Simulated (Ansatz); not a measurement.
A run for Ansatz (a first-principles code): R-CCSD(T)/cc-pVDZ on CH4GeO2 (SMILES C[O][Ge][OH]). The run froze 17 orbitals, filled d shells among them.

Ansatz 0.2 input:
```yaml
crystal:
  periodic: [false, false, false]
  atoms:
    - {symbol: C, position_ang: [-1.39882432, -0.30560420, 0.40885755]}
    - {symbol: O, position_ang: [0.01167634, -0.18255530, 0.44801802]}
    - {symbol: Ge, position_ang: [0.94104129, 0.55127631, -0.89541378]}
    - {symbol: O, position_ang: [2.52793241, 0.32231255, -0.07979346]}
    - {symbol: H, position_ang: [-1.67482052, -1.35950099, 0.49338871]}
    - {symbol: H, position_ang: [-1.83497500, 0.23478583, 1.25252418]}
    - {symbol: H, position_ang: [-1.83675036, 0.09079266, -0.51601986]}
    - {symbol: H, position_ang: [3.26472016, 0.64849312, -0.60868695]}
basis:
  gaussian:
    orbitals: cc-pVDZ
magnetization: {spin_polarized: false}
correlation: {method: ccsd_t, electrons: outside_noble_gas}
scf: {lower_state_search: off}
```

Question: Predict the final total energy.

Answer: -2265.9405 hartree (reference determinant -2265.2918, T1 diagnostic 0.018).
